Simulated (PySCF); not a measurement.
## How methods differ on the ionisation energy of Kr²⁴⁺

Kr²⁴⁺ [Ne] 3s2 (1S) → Kr²⁵⁺ [Ne] 3s1 (2S), as a difference of total energies. All numbers are calculated (PySCF 2.14, the spin-free X2C one-electron Hamiltonian (Gaussian nucleus), in an uncontracted even-tempered set (18 s from 2.9 bohr⁻², ratio 2.5; 11 p from 3.8 bohr⁻², ratio 2.5; 5 d from 14 bohr⁻², ratio 2.7; 4 f from 22 bohr⁻², ratio 2.7)). Correlated levels: outer shells: 1s2 frozen; virtual orbitals above 40 to 60 times the deepest correlated orbital energy dropped. The calculations carry no spin-orbit coupling.

| method | ionisation energy (eV) |
| --- | --- |
| UHF | 1149.8 |
| MP2 (outer shells) | 1152.7 |
| SCS-MP2 (outer shells) | 1153.0 |
| CCSD (outer shells) | 1153.4 |
| CCSD(T) (outer shells) | 1153.4 |

**Question.** How much does correlation contribute at CCSD(T) (outer shells)?

**Answer.** 1153.4 − (1149.8) = 3.6 eV, measured against UHF.

Breit and QED terms and the two-electron picture change are absent.

For comparison: 1155 ± 1.6 eV (semi-empirical (NIST evaluation); NIST Atomic Spectra Database, ionization energies).
